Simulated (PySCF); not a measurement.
## UHF on Hg²⁺ (mercury, charge +2)

Configuration: [Xe] 4f14 5d10, closed-shell 1S. Calculation: PySCF 2.14, in aug-cc-pwCVTZ-PP with ECP60MDF (8s8p7d4f3g, 122 functions); a scalar-relativistic core potential.

| Property | Result |
| --- | --- |
| Total energy | -151.599555 hartree |
| One-electron energy | -256.3508 hartree |
| Hartree (Coulomb) energy | 117.4093 hartree |
| Exchange energy | -12.6580 hartree |
| ⟨S²⟩ | 0.0000 |
| ⟨L²⟩ | 0.000 |
| Sum of ⟨r⟩ | 22.73 bohr |
| Sum of ⟨r²⟩ | 33.38 bohr² |

```csv
shell,electrons,mean orbital energy (eV),"rms radius, mean of both spins (bohr)"
5s,2,-156.69,0.981
5p,6,-101.61,1.12
5d,10,-35.177,1.55
```

Energies and moments cover only the electrons outside the core potential. Spin-orbit coupling, which splits the p, d and f shells strongly at this Z, is absent.
